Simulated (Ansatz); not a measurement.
Program: Ansatz. Geometries: PBE0-D4/def2-TZVP. ΔE: electronic, gas phase. CBS: MP2 limit from def2 TZ/QZ plus the TZ coupled-cluster correction, frozen cores. Functionals use def2-TZVPP. B3LYP here is the variant with VWN-RPA as its local correlation; programs differ in this. def2 core potentials past Kr. For Br, In outer-core shells are correlated without core-valence functions, which leaves a few kJ/mol of doubt a bond. Scalar relativity is left out up to krypton. One conformer a species, not always the lowest.

Reaction (ligand exchange at the In–Br bond): `[CH3][In]([Br])[Br]` + `CNC` → `C[N](C)[In]([CH3])[Br]` + HBr

`[CH3][In]([Br])[Br]`:

Cartesian coordinates in Å:
```
C 1.022 0.139 -0.513
In -0.868 -0.127 0.431
Br -2.839 1.278 -0.036
Br -1.329 -1.864 2.119
H 1.596 -0.783 -0.438
H 0.865 0.411 -1.556
H 1.552 0.945 -0.005
```

`CNC`:

```xyz
10

C     0.009    1.192   -0.201
N    -0.127   -0.164   -0.679
C     0.174   -1.148    0.335
H    -0.283    1.895   -0.983
H     1.058    1.387    0.044
H    -0.585    1.411    0.703
H    -1.064   -0.311   -1.032
H     1.231   -1.078    0.608
H     0.001   -2.153   -0.057
H    -0.414   -1.032    1.262
```

`C[N](C)[In]([CH3])[Br]`:

Z-matrix (Å, degrees):
```
C
N 1 1.439
H 1 1.101 2 111.7
H 1 1.094 2 111.4 3 120.1
H 1 1.101 2 111.7 3 -119.8
C 2 1.439 1 113.2 3 59.9
In 2 2.003 1 122.6 3 -119.9
H 6 1.091 2 111.0 1 180.0
H 6 1.101 2 111.5 1 -59.8
H 6 1.101 2 111.5 1 59.8
C 7 2.129 2 129.7 1 -0.1
Br 7 2.490 2 110.1 1 179.9
H 11 1.090 7 109.0 2 112.8
H 11 1.090 7 109.0 2 -128.5
H 11 1.089 7 110.7 2 -7.8
```

HBr:

```xyz
2

Br   -0.076    0.560    0.430
H     0.076   -0.560   -0.430
```

```csv
level,ΔE (eV)
revPBE-D4,1.27
B3LYP-D4,1.33
B2PLYP,1.34
CCSD/def2-TZVPP,1.28
```

Q: What does CCSD(T)/CBS give? (Estimate.)

A: Ansatz gave: +1.24 eV. The listed levels differ from it by 0.03, 0.09, 0.10, 0.04 eV.

Largest T1 diagnostic among the species: 0.013.

From r2SCAN to r2SCAN0 (25 % exact exchange), in def2-TZVPP and without D4, ΔE moves by +0.07 eV. In def2-TZVPP, CCSD(T) changes the Hartree–Fock value by −0.49 eV (the triples alone add −0.06 eV) and MP2 by −0.50 eV. Leaving LDA and LC-ωPBE aside and taking each functional with its dispersion term where it has one, the values, not all of them listed here, spread over 0.20 eV, from BLYP-D4 to BHLYP-D4. LDA lies −0.18 eV from PBE without D4.
